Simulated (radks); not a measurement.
Task: The potassium ion K2+, configuration [Ne] 3s2 3p(up 3, down 2) (the NIST ground configuration). Calculated with a radial shooting solver on a logarithmic mesh with Libxc functionals: scalar-relativistic Kohn-Sham, PBE, spin-polarised, spherical densities, finite nucleus; Fermi nuclear charge, rms radius 3.4349 fm. Some entries of the table are withheld. Estimate them.

orbital  occ.  eigenvalue (hartree)  r(max) (bohr)  <1/r> (bohr^-1)
1s up       1             -130.3231        0.05302            18.72
1s down     1             -130.3138        0.05302            18.72
2s up       1             -13.84801         0.3180            3.801
2s down     1             -13.84004         0.3181            3.801
2p up       3             -11.15924         0.2625              (1)
2p down     3             -11.14760         0.2626              (2)
3s up       1              -2.09187          1.065            1.130
3s down     1              -2.04433          1.066            1.127
3p up       3                   (3)          1.130            1.008
3p down     2                   (4)          1.132            1.003

Result: 
(1) 2p up <1/r> (bohr^-1): 3.703
(2) 2p down <1/r> (bohr^-1): 3.703
(3) 3p up eigenvalue (hartree): -1.46182
(4) 3p down eigenvalue (hartree): -1.41705
